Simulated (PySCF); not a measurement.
(F2In-mu-F)2.
Bonds: In1–F2, In1–F3, In1–F4, In1–F8, F4–In5, In5–F6, In5–F7, In5–F8.

Computed with PBE0-D3(BJ)/def2-SVP geometry optimisation, gas phase, def2 core potentials past Kr in PySCF 2.14.0.

How far are the bound atoms from In1?

4 atoms: F3 1.929 Å, F2 1.929 Å, F8 2.108 Å, F4 2.109 Å. The nearest atom not counted as bound is In5, at 3.32 Å.

List the angles at In1.

| angle | degrees | distance of the outer atoms (Å) |
| --- | --- | --- |
| F2–In1–F3 | 132.6 | 3.53 |
| F2–In1–F4 | 108.7 | 3.28 |
| F3–In1–F8 | 108.6 | 3.28 |
| F2–In1–F8 | 108.3 | 3.28 |
| F3–In1–F4 | 108.2 | 3.27 |
| F4–In1–F8 | 76.0 | 2.60 |

Describe the arrangement about In1 in numbers.

Angles from 76.0° to 132.6°; τ4 = (360° − α − β)/141° = 0.84 with α and β the two widest (0 for a square, 1 for a tetrahedron). The In–F distances aren't all alike: 1.929 to 2.109 Å.

Give some angles away from the centre.

In1–F4–In5 104.0°.

What are the rotational constants (commonest isotopes, rigid rotor)?

A = 1677, B = 439.7, C = 382.1 MHz: a near-prolate asymmetric top.

Point group: D2h (tolerance 0.08 Å). Charge 0, singlet. Not checked by PBE0-D3(BJ)/def2-SVP frequencies.

One conformer stands for the species.
